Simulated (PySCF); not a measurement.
An unknown gives this computed stick spectrum. Method: TDDFT PBE0/def2-SVPD, vertical, gas phase, core orbitals frozen in the response in PySCF. Geometries: PBE0-D3(BJ)/def2-SVP, one conformer each.

```tsv
state	ν̃ (cm⁻¹)	f	main configurations (H = HOMO, L = LUMO)
S1	61390	0.0089	H→L (95%)
S2	62380	0.0000	H-1→L (95%)
S3	66200	0.086	H-2→L (96%)
S4	68720	0.0045	H→L+1 (58%), H-1→L+2 (17%), H-5→L (9%)
S5	68890	0.0086	H→L+2 (87%)
S6	69210	0.080	H-3→L (83%)
S7	69690	0.0009	H-1→L+2 (61%), H→L+1 (27%)
S8	69980	0.196	H-4→L (81%), H-1→L+1 (10%)
S9	71150	0.0002	H-1→L+1 (77%), H-4→L (13%)
S10	72250	0.0082	H-5→L (72%), H-1→L+2 (9%)
```

Orbital energies (eV): HOMO-3 -10.22, HOMO-2 -9.86, HOMO-1 -9.46, HOMO -9.28, LUMO -0.44, LUMO+1 0.50, LUMO+2 0.62.

**Question.** Which structure fits?
A. `O[Si](O)(Cl)Cl`
B. `O=C(CC)Cl`
C. `CC(=O)O[SiH3]`

**Answer.** A. Its S1, at 7.61 eV, is the highest among the candidates; the nearest of the others has S1 at 5.86 eV. S1 is HOMO→LUMO (95%). Löwdin shares by element: HOMO chlorine 90%, oxygen 9%; LUMO silicon 32%, chlorine 31%, oxygen 12% or more (atoms not listed hold the other 25%). At the same level the other candidates give, for their lowest levels:
- `CC(=O)O[SiH3]`: 5.86 eV (f 0.001); 7.22 eV (f 0.034); 7.87 eV (f 0.002); 7.89 eV (f 0.032); 8.11 eV (f 0.002); T1 5.32 eV; HOMO -8.34, LUMO -0.14 eV
- `CCC(=O)Cl`: 5.27 eV (f 0.000); 6.45 eV (f 0.000); 6.87 eV (f 0.010); 7.88 eV (f 0.081); 8.01 eV (f 0.006); HOMO -8.66, LUMO -1.12 eV
Triplets come from the Tamm–Dancoff approximation.
